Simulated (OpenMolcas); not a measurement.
## Ions of charge +2 along the 3d row on the Sr site of SrF2

- Program: OpenMolcas 26.06
- Method: SS-CASPT2, IPEA 0.25 Eh, imaginary shift 0.1 Eh
- Spin-orbit coupling: RASSI with atomic mean-field integrals over the reference wave functions

The d shell is active; CASPT2 correlates the ligand valence shells and the outer metal core. Each dopant is a cluster with its nearest anions in model potentials and point charges, with no relaxation. Distances were set from a Shannon-type radius of the metal (high-spin where two are listed) plus a fixed donor radius (F 1.31 Å), in hosts weighted 0.65 to 0.35 with the host's distance in the model lattice. Ligand basis ANO-RCC-VDZP, DKH2 Hamiltonian. States (labels of O, the rotations of Oh). Energies in cm-1 above the lowest state or level, χT in cm3 K/mol; under a threefold ground state the first gap can be a small split of the lowest multiplet, not the spin-orbit step. Spin-only χT is S(S+1) / 2 for the spin of the ground state.

```
 Ion  Shell  R (Å)   Metal basis  Ground state  First state of that spin  First gap with spin-orbit (degeneracies)  χT at 300 K  First state of another spin  Spin-only χT
Ti2+    3d2  2.373  ANO-RCC-VTZP           3A2                  3T2 5120                               5060 (3, 1)        1.023                      1E 9180         1.000
 V2+    3d3  2.328  ANO-RCC-VTZP           4T1                  4T2 4020                                 16 (4, 2)        1.651                      2E 9400         1.875
Cr2+    3d4  2.334  ANO-RCC-VTZP           5T2                   5E 4630                                 14 (1, 3)        2.631                    3T1 14310         3.000
Mn2+    3d5  2.354  ANO-RCC-VTZP           6A1                                                        25300 (6, 2)        4.386                    4T1 25330         4.375
Fe2+    3d6  2.328  ANO-RCC-VTZP            5E                  5T2 3650                                 18 (1, 3)        3.442                    3T1 18750         3.000
Co2+    3d7  2.315  ANO-RCC-VTZP           4A2                  4T2 2260                               2160 (4, 4)        3.194                     2E 17070         1.875
```

Every ion keeps the highest spin of its shell. χT departs most from the spin-only value for Co2+, by +1.319 cm3 K/mol.

Roots that are degenerate in the reference are averaged as groups; the widest CASPT2 spread within a group is 710 cm-1 (the 3-fold group of multiplicity 3 near 43700 cm-1 above the lowest state of its run, Cr2+). Shifts and gaps below about the spread of the groups concerned are not significant. Over all roots computed the reference weight is 0.68 to 0.69 in Ti2+, 0.68 to 0.69 in V2+, 0.68 to 0.69 in Cr2+, 0.68 to 0.69 in Mn2+, 0.68 to 0.69 in Fe2+, 0.68 to 0.69 in Co2+; a low but even weight reflects the number of correlated electrons. Ligand-to-metal charge-transfer states are missing. These CASPT2 states fit no ligand-field parameters well, so their order and spin gaps are uncertain. Free-ion shares, where given, are those of the reference states; single-state CASPT2 does not remix them. With no ligand orbital active B as a rule stays too high, so bands that hang on it stand too high and its fall with covalency is understated (holds for Ti2+; V2+; Cr2+; Mn2+). With one d shell and no ligand orbital active, 10Dq can be off by tens of per cent for divalent 3d ions, low with halides held by bare charges and at times high in hosts (holds for Ti2+; V2+; Cr2+; Mn2+). An orbital triplet at a regular site is open to Jahn-Teller coupling, which can distort the site and quench the lowest spin-orbit gaps and is left out (holds for V2+; Cr2+). An orbital doublet at a regular site is open to a Jahn-Teller distortion, which this geometry leaves out (holds for Fe2+). A single d shell leaves out the double-shell effect, which counts most for late 3d ions, where the CASPT2 field can be off either way by tens of per cent (holds for Fe2+; Co2+). For late 3d ions with one d shell CASPT2 can put B and the spin-flip bands somewhat low as well as high (holds for Fe2+; Co2+). With one d shell and no ligand orbital active, 10Dq can be off by tens of per cent for divalent 3d ions, low with halides held by bare charges and at times high in hosts, and the orbital part of g and χT goes as 1/10Dq (holds for Fe2+; Co2+). No measured value stands beside these numbers; the geometry was set by hand and not optimised.
